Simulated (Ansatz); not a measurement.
Stepwise reaction of `N[Si](N)(F)F` with water, as a gas-phase model of exchange steps in deposition or etching. ΔE in kJ/mol; ΔG adds harmonic PBE0-D4 terms to CCSD(T)/CBS, at 1 bar.

Isolated molecules relaxed with PBE0-D4/def2-TZVP in Ansatz; ΔE leaves out vibrations. CCSD(T)/CBS is the MP2 limit (def2-TZVPP, def2-QZVPP) plus CCSD(T) − MP2 in def2-TZVPP, frozen cores. This one scheme is used for every species. Functionals use def2-TZVPP. B3LYP here is the variant with VWN-RPA as its local correlation; programs differ in this. Each species was taken in one conformer, which may not be the lowest.

```csv
step,reaction,PBE-D4,B3LYP-D4,ωB97M-V,CCSD(T)/CBS,ΔG(600 K)
1,`N[Si](N)(F)F` + H₂O → `N[Si](N)(O)F` + H–F,43.9,46.2,46.0,45.6,42.7
2,`N[Si](N)(O)F` + H₂O → `N[Si](N)(O)O` + H–F,48.4,50.9,50.5,49.8,45.6
```

Task: By hand: ΔE of the 2 steps together at CCSD(T)/CBS.

Result: (45.6) + (49.8) = 95.4 kJ/mol, or 47.7 kJ/mol a step.

In ΔE the steps differ by no more than 4.2 kJ/mol. All are uphill at CCSD(T)/CBS. ΔG lies between 42.7 and 45.6 kJ/mol a step. PBE-D4 differs from CCSD(T)/CBS by -1.7 to -1.4 kJ/mol a step. Isolated molecules leave out the surface, adducts and barriers. Largest T1 diagnostic: 0.010.
